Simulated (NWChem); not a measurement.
Program: NWChem. System: germanium monotelluride (GeTe), charge 0, spin multiplicity 1, at a geometry optimised with PBE/def2-SVP with def2 effective core potentials on Te. Level: G0W0@PBE/def2-SVPD with def2 effective core potentials on Te, RI basis def2-svpd-rifit, no spin-orbit coupling.

The NWChem input:

```
start mol
memory heap 200 mb stack 700 mb global 1700 mb
geometry units angstroms nocenter noautoz
  Ge     0.000000     0.000000     1.470683
  Te     0.000000     0.000000    -0.905036
  symmetry group C2v
end
basis spherical
  * library def2-svpd
end
ecp
  Te library def2-ecp
end
basis "ri basis" bse spherical
  * library def2-svpd-rifit
end
dft
  xc xpbe96 cpbe96
  iterations 100
  direct
  tolerances tight
end
task dft energy
gw
  states alpha occ 4 vir 2
end
task dft gw
```

NWChem printed:

```
             Northwest Computational Chemistry Package (NWChem) 7.3.0
             --------------------------------------------------------

                                NWChem Input Module
                                -------------------

 Scaling coordinates for geometry "geometry" by  1.889725989
 (inverse scale =  0.529177249)

 Turning off AUTOSYM since
 SYMMETRY directive was detected!

                             Geometry "geometry" -> ""
                             -------------------------

 Output coordinates in angstroms (scale by  1.889725989 to convert to a.u.)

  No.       Tag          Charge          X              Y              Z
 ---- ---------------- ---------- -------------- -------------- --------------
    1 Ge                  32.0000     0.00000000     0.00000000     1.47068300
    2 Te                  52.0000     0.00000000     0.00000000    -0.90503600

 Effective nuclear repulsion energy (a.u.)     370.6460832849

            Nuclear Dipole moment (a.u.)
            ----------------------------
        X                 Y               Z
 ---------------- ---------------- ----------------
     0.0000000000     0.0000000000    -0.0000302356

      Symmetry information
      --------------------

 Group name             C2v
 Group number             16
 Group order               4
 No. of unique centers     2

      Symmetry unique atoms

     1    2


 Summary of "ao basis" -> "" (spherical)
 ------------------------------------------------------------------------------
       Tag                 Description            Shells   Functions and Types
 ---------------- ------------------------------  ------  ---------------------
 *                         def2-svpd                  on all atoms

 Summary of "ri basis" -> "" (spherical)
 ------------------------------------------------------------------------------
       Tag                 Description            Shells   Functions and Types
 ---------------- ------------------------------  ------  ---------------------
 *                      def2-svpd-rifit               on all atoms

  pbe96 is a nonlocal functional; adding pw91lda local functional.

                                 NWChem DFT Module
                                 -----------------

 Summary of "ao basis" -> "ao basis" (spherical)
 ------------------------------------------------------------------------------
       Tag                 Description            Shells   Functions and Types
 ---------------- ------------------------------  ------  ---------------------
 Ge                        def2-svpd                14       38   6s4p4d
 Te                        def2-svpd                13       35   5s5p3d

 Summary of "ao basis" -> "ao basis" (spherical)
 ------------------------------------------------------------------------------
       Tag                 Description            Shells   Functions and Types
 ---------------- ------------------------------  ------  ---------------------
 Ge                        def2-svpd                14       38   6s4p4d
 Te                        def2-svpd                13       35   5s5p3d

      Symmetry analysis of basis
      --------------------------

        a1         34
        a2          7
        b1         16
        b2         16

            General Information
            -------------------
          SCF calculation type: DFT
          Wavefunction type:  closed shell.
          No. of atoms     :     2
          No. of electrons :    56
[...]
  ----- ------------  ---------------      ----- ------------  ---------------
    51      0.505308  2 Te py                54      0.406648  2 Te py
    14      0.245970  1 Ge py                17      0.224306  1 Ge py
    48     -0.198332  2 Te py                45     -0.155162  2 Te py
    11     -0.134863  1 Ge py                 8      0.043760  1 Ge py
    30     -0.042158  1 Ge d -1              65      0.035376  2 Te d -1

 Vector   29  Occ=0.000000D+00  E=-1.229985D-01  Symmetry=b2
              MO Center=  2.6D-18,  9.7D-17,  8.1D-01, r^2= 4.2D+00
   Bfn.  Coefficient  Atom+Function         Bfn.  Coefficient  Atom+Function
  ----- ------------  ---------------      ----- ------------  ---------------
    17      0.549374  1 Ge py                14      0.452052  1 Ge py
    54     -0.349484  2 Te py                51     -0.337713  2 Te py
    11     -0.238987  1 Ge py                48      0.128495  2 Te py
    45      0.099708  2 Te py                 8      0.077207  1 Ge py
    70      0.067863  2 Te d -1              35      0.059217  1 Ge d -1

 Vector   30  Occ=0.000000D+00  E=-1.229985D-01  Symmetry=b1
              MO Center=  9.9D-17,  2.6D-19,  8.1D-01, r^2= 4.2D+00
   Bfn.  Coefficient  Atom+Function         Bfn.  Coefficient  Atom+Function
  ----- ------------  ---------------      ----- ------------  ---------------
    16      0.549374  1 Ge px                13      0.452052  1 Ge px
    53     -0.349484  2 Te px                50     -0.337713  2 Te px
    10     -0.238987  1 Ge px                47      0.128495  2 Te px
    44      0.099708  2 Te px                 7      0.077207  1 Ge px
    72     -0.067863  2 Te d  1              37     -0.059217  1 Ge d  1

 Vector   31  Occ=0.000000D+00  E=-2.234724D-02  Symmetry=a1
              MO Center=  1.6D-14,  1.6D-14,  1.6D-01, r^2= 1.0D+01
   Bfn.  Coefficient  Atom+Function         Bfn.  Coefficient  Atom+Function
  ----- ------------  ---------------      ----- ------------  ---------------
     6      0.804653  1 Ge s                  5     -0.619095  1 Ge s
    43     -0.522232  2 Te s                 18      0.389619  1 Ge pz
    58      0.360581  2 Te pz                 4     -0.356618  1 Ge s
    41      0.334903  2 Te s                 15      0.294623  1 Ge pz
    55      0.291588  2 Te pz                42      0.250091  2 Te s

 center of mass
 --------------
 x =   0.00000000 y =   0.00000000 z =  -0.08209196

 moments of inertia (a.u.)
 ------------------
         949.570826860478           0.000000000000           0.000000000000
           0.000000000000         949.570826860478           0.000000000000
           0.000000000000           0.000000000000           0.000000000000

     Multipole analysis of the density
     ---------------------------------

     L   x y z        total         alpha         beta         nuclear
     -   - - -        -----         -----         ----         -------
     0   0 0 0     -0.000000    -28.000000    -28.000000     56.000000

     1   1 0 0     -0.000000     -0.000000     -0.000000      0.000000
     1   0 1 0     -0.000000     -0.000000     -0.000000      0.000000
     1   0 0 1      0.437203    -23.725164    -23.725164     47.887531

     2   2 0 0    -32.772205    -16.386102    -16.386102      0.000000
     2   1 1 0     -0.000000     -0.000000     -0.000000      0.000000
     2   1 0 1     -0.000000     -0.000000     -0.000000      0.000000
     2   0 2 0    -32.772205    -16.386102    -16.386102      0.000000
     2   0 1 1      0.000000      0.000000      0.000000      0.000000
     2   0 0 2    -31.117609   -174.241253   -174.241253    317.364897

 Task  times  cpu:       11.1s     wall:       11.1s

                                NWChem Input Module
                                -------------------

                                 NWChem GW Module
                                 ----------------

                             ***********************
                             ***        GW       ***
                             ***********************

 Summary of "ri basis" -> "ri basis" (spherical)
 ------------------------------------------------------------------------------
       Tag                 Description            Shells   Functions and Types
 ---------------- ------------------------------  ------  ---------------------
 Ge                     def2-svpd-rifit             37      143   11s10p8d5f3g
 Te                     def2-svpd-rifit             34      130   10s9p8d5f2g

                 Memory Information
                 ------------------
          Available GA per process is          1700.0 MBs
          Available stack per process is        700.0 MBs
          Available heap per process is           0.0 MBs

          Peak memory in Initialization
              Peak GA per process is                  5.1 MBs
              Peak stack per process is               0.0 MBs
              Peak heap per process is                5.4 MBs
              Memory not in MA per process            0.0 MBs

          Peak memory in AFF Calculation
              Peak GA per process is                 19.2 MBs
              Peak stack per process is              12.1 MBs
              Peak heap per process is                0.0 MBs
              Memory not in MA per process           12.1 MBs

          Computing 2-center integrals
          Computing Inverse Cholesky factor
          Computing 3-center integrals
          Computing V_xc ...

          Computing Sigma_x
          Computing RPA polarizability
          Solving quasiparticle equations

                  Alpha Orbitals
          State     Energy (eV)     Error (eV)
          -----------------------------------
@GW        25        -12.769           0.000
@GW        26         -8.572           0.005
@GW        27         -8.266           0.005
@GW        28         -8.266           0.005
@GW        29         -0.556           0.002
@GW        30         -0.556           0.002

   Applying  -2.1089 eV scissor-shift to rest of particle states

   Applying   2.7907 eV scissor-shift to rest of hole states

     GW Timing Statistics
   ------------------------
   Init.   :          0.1s
     ERIs  :          0.6s
     Distr.:          0.0s
     Vxc   :          0.1s
   Sigma_x :          0.0s
   RPA     :          0.6s
   Wmn     :          0.0s
   Sigma_c :          0.0s
   GW total:          1.5s

 Task  times  cpu:        1.5s     wall:        1.5s

 Total times  cpu:       12.6s     wall:       12.6s
```
